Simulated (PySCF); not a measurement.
A structure optimised at B3LYP-D3(BJ)/def2-SVP, used in a PySCF frequency run:

```xyz
8

B      0.0000     0.0000    -0.0051
O      0.0000     1.2188    -0.6547
H      0.0000     1.1643    -1.6150
O      0.0000    -1.2188    -0.6547
H      0.0000    -1.1643    -1.6150
N      0.0000     0.0000     1.4054
H      0.0000    -0.8533     1.9460
H      0.0000     0.8533     1.9460
```

Q: Write its SMILES, formula and point group.

A: NB(O)O, BH4NO2, C2v

Q: What are its rotational constants (standard atomic weights)?

A: 9.7691, 9.3130, 4.7678 GHz
